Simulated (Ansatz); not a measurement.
`[BH2][Ga]([OH])[F]` + H₂ → `[BH2][GaH][OH]` + H–F at 500 K and 1 bar (hydrogenolysis of a Ga–F bond).

Calculated with Ansatz (gas phase, PBE0-D4/def2-TZVP geometries, no zero-point term in ΔE). CBS: MP2 limit from def2 TZ/QZ plus the TZ coupled-cluster correction, frozen cores. This one scheme is used for every species. For Ga outer-core shells are correlated without core-valence functions, which leaves a few kJ/mol of doubt a bond. Scalar relativity is left out up to krypton. Each species was taken in one conformer, which may not be the lowest.

```json
{"species": "`[BH2][Ga]([OH])[F]`", "CCSD(T)/CBS energy (Eh)": "-2125.54859", "H − E (kJ/mol)": "133.6", "S (J/(mol·K))": "386.5"}
{"species": "H₂", "CCSD(T)/CBS energy (Eh)": "-1.17544", "H − E (kJ/mol)": "41.0", "S (J/(mol·K))": "145.5"}
{"species": "`[BH2][GaH][OH]`", "CCSD(T)/CBS energy (Eh)": "-2026.29567", "H − E (kJ/mol)": "141.1", "S (J/(mol·K))": "356.1"}
{"species": "H–F", "CCSD(T)/CBS energy (Eh)": "-100.39570", "H − E (kJ/mol)": "39.4", "S (J/(mol·K))": "188.7"}
```

H − E and S are ideal-gas, rigid-rotor, harmonic terms from PBE0-D4/def2-TZVP, for one conformer and one mirror image of each species. The MP2-based limit puts H₂ 0.8 mEh under its directly extrapolated value; such offsets cancel only in part. 1 Eh = 2625.50 kJ/mol, R = 8.31446 J/(mol·K).

Task: By hand: ΔE, ΔH, ΔS and ΔG.

Result: ΔE = (-2026.29567) + (-100.39570) − (-2125.54859) − (-1.17544) = 0.03266 Eh = 85.7 kJ/mol. Δ(H − E) = 141.1 + 39.4 − 133.6 − 41.0 = 5.9, so ΔH = 91.6 kJ/mol. ΔS = 356.1 + 188.7 − 386.5 − 145.5 = 12.8 J/(mol·K). ΔG = 91.6 − 500 × (12.8)/1000 = 85.2 kJ/mol.

Task: By hand: the equilibrium constant, and the temperature at which ΔG would vanish if ΔH and ΔS stayed fixed.

Result: log₁₀ K = −ΔG/(RT ln 10) = -8.9. ΔG = 0 at ΔH/ΔS = 7156 K, far beyond where these terms or the molecules hold.

The number of gas molecules stays the same, so ΔS is small and ΔH decides. A doubt of 5 kJ/mol in ΔE shifts log₁₀ K by 0.5 here. Other conformers and mirror images would add mixing entropy, several J/(mol·K) or more a flexible species. These are equilibria of isolated gas molecules and say nothing of rates. Largest T1 diagnostic: 0.015 (customary marks: 0.02 for closed shells, 0.045 for open ones).
